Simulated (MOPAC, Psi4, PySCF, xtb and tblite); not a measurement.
Relaxed torsion scan: SMILES O=Cc1ccc(S)s1 (C5H4OS2). Scanned: dihedral O1–C2–C3–S8; all other coordinates were relaxed at GFN2-xTB. Points at φ and −φ are mirror images. Heavy atoms are numbered in the order of the SMILES O=Cc1ccc(S)s1, hydrogens after them in the order of the atoms that carry them; the mirror image has the same energies with the sign of each dihedral reversed.

- RKS-B3LYP/6-31G* = restricted B3LYP/6-31G*, spherical d, density fitting // GFN2-xTB run with PySCF
- AM1, restricted, heats of formation // GFN2-xTB (MOPAC)
- GFN2-xTB (xtb and tblite)
- MP2/cc-pVTZ = DF-MP2 (frozen core)/cc-pVTZ // GFN2-xTB (Psi4 1.11)

Energies relative to the lowest point of each profile, in eV; the last columns give the difference from MP2:

```tsv
φ / °	RKS-B3LYP/6-31G*	AM1	GFN2-xTB	MP2/cc-pVTZ	RKS-B3LYP/6-31G* − MP2/cc-pVTZ	AM1 − MP2/cc-pVTZ	GFN2-xTB − MP2/cc-pVTZ
-160	0.134	0.021	0.034	0.113	0.021	-0.093	-0.079
-140	0.262	0.076	0.131	0.222	0.040	-0.146	-0.091
-120	0.436	0.142	0.267	0.372	0.064	-0.230	-0.106
-100	0.580	0.172	0.386	0.495	0.085	-0.323	-0.109
-80	0.575	0.156	0.392	0.489	0.086	-0.332	-0.097
-60	0.419	0.121	0.281	0.359	0.060	-0.238	-0.077
-40	0.217	0.069	0.145	0.186	0.031	-0.117	-0.041
-20	0.059	0.027	0.042	0.051	0.009	-0.024	-0.008
0	0.000	0.012	0.004	0.000	0.000	0.012	0.004
20	0.059	0.027	0.042	0.051	0.009	-0.024	-0.008
40	0.217	0.069	0.145	0.186	0.031	-0.117	-0.041
60	0.419	0.121	0.281	0.359	0.060	-0.238	-0.077
80	0.575	0.156	0.392	0.489	0.086	-0.332	-0.097
100	0.580	0.172	0.386	0.495	0.085	-0.323	-0.109
120	0.436	0.142	0.267	0.372	0.064	-0.230	-0.106
140	0.262	0.076	0.131	0.222	0.040	-0.146	-0.091
160	0.134	0.021	0.034	0.113	0.021	-0.093	-0.079
180	0.088	0.000	0.000	0.075	0.013	-0.075	-0.075
```

RKS-B3LYP/6-31G* is furthest from MP2/cc-pVTZ at -80 (0.086 eV, above); its mean absolute difference over the points is 0.045 eV.

AM1 is furthest from MP2/cc-pVTZ at -80 (-0.332 eV, below); its mean absolute difference over the points is 0.172 eV.

GFN2-xTB is furthest from MP2/cc-pVTZ at -100 (-0.109 eV, below); its mean absolute difference over the points is 0.072 eV.
